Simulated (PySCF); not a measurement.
Run record: geometry optimisation, `B[NH][SnH3]`.

Method: PBE0-D3(BJ)/def2-SVP geometry optimisation, gas phase, def2 core potentials past Kr (PySCF 2.14.0). Start geometry: GFN2-xTB. A driver script takes a list of jobs; this job's settings line and coordinates (Å) are shown.

Input:
```
{"job": {"xc": "PBE0", "basis": "def2-SVP", "d3": "d3bj", "grid": 1, "maxiter": 30, "shake": 0.01, "kind": "geom"}, "charge": 0, "multiplicity": 1}
B     -1.673100    -0.232900     0.035020
N     -0.424660    -0.272890    -0.522380
Sn     1.359750     0.270970     0.216030
H     -2.574710    -0.574650    -0.605970
H     -1.823990     0.203410     1.106540
H     -0.363670    -0.632800    -1.461340
H      2.414830    -1.030180     0.039490
H      1.969920     1.563780    -0.673400
H      1.173440     0.688110     1.832270
```

Output:
```
step   0  E = -297.34014519  max force = 0.023067
step   1  E = -297.34517242  max force = 0.009324
step   2  E = -297.34588752  max force = 0.002069
step   3  E = -297.34599788  max force = 0.001120
step   4  E = -297.34600399  max force = 0.000454
step   5  E = -297.34600748  max force = 0.000167
optimisation converged
```

Energies in Eh; «max force» is the largest Cartesian gradient component in Eh/bohr.

Task: Give the first gradient maximum in eV/Å.

Result: With 1 Eh/bohr = 51.422 eV/Å, 1.186 eV/Å.

Main results: final energy -297.34601 Eh after 5 steps; dipole 2.26 D.

Task: Where do the atoms end?

Result: 0.085 Å rms from the input after alignment:
```
atom  x, y, z in Å
B1    -1.6420   -0.1552   -0.0066
N2    -0.3889   -0.2314   -0.6131
Sn3    1.3963    0.3413    0.2489
H4    -2.6285   -0.5184   -0.6131
H5    -1.7352    0.2740    1.1255
H6    -0.3437   -0.5953   -1.5607
H7     2.4771   -0.9830    0.1279
H8     2.0064    1.6835   -0.6246
H9     1.0171    0.7337    1.8631
```

On an AMD EPYC 7B13 with one thread, shared host with 64 logical CPUs at a one-minute load of 26, this took 17 s of wall time and 0.36 GiB of memory at its peak.
Labels such as C1 count atoms from 1, the log's own numbers from 0.
